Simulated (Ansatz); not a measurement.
Ga₃Cl₃O₃⁺, that is (ClGaO)3 ring with one electron fewer. The state is a doublet with charge 1. Geometry PBE-D4/def2-SVP, that of the neutral singlet.

Cartesian coordinates in Å:
```
Ga -1.046 -0.685 1.301
Cl -2.291 -1.509 2.823
O 0.603 -1.355 1.020
Ga 1.650 -0.675 -0.280
Cl 3.591 -1.487 -0.625
O 1.048 0.691 -1.290
Ga -0.599 1.368 -1.013
Cl -1.314 2.971 -2.222
O -1.641 0.681 0.287
```

At PBE-D4/def2-TZVP the gap within one spin of the charge 1 doublet nearly closes, so an electron or hole may be smeared out by delocalisation error.

Q: Estimate the α-spin orbital energies around the gap (eV) in Ansatz with PBE-D4/def2-TZVP, PBE0-D4/def2-TZVP.

A: 
```csv
orbital,PBE-D4/def2-TZVP,PBE0-D4/def2-TZVP
HOMO−5,-12.69,-14.35
HOMO−4,-12.54,-14.09
HOMO−3,-12.50,-14.05
HOMO−2,-12.47,-13.98
HOMO−1,-12.42,-13.73
HOMO,-12.41,-13.68
LUMO,-7.82,-6.82
LUMO+1,-6.28,-5.18
LUMO+2,-6.25,-5.11
LUMO+3,-5.75,-4.87
LUMO+4,-5.73,-4.75
LUMO+5,-5.69,-4.71
β HOMO,-12.27,-13.26
β LUMO,-12.30,-12.51
```
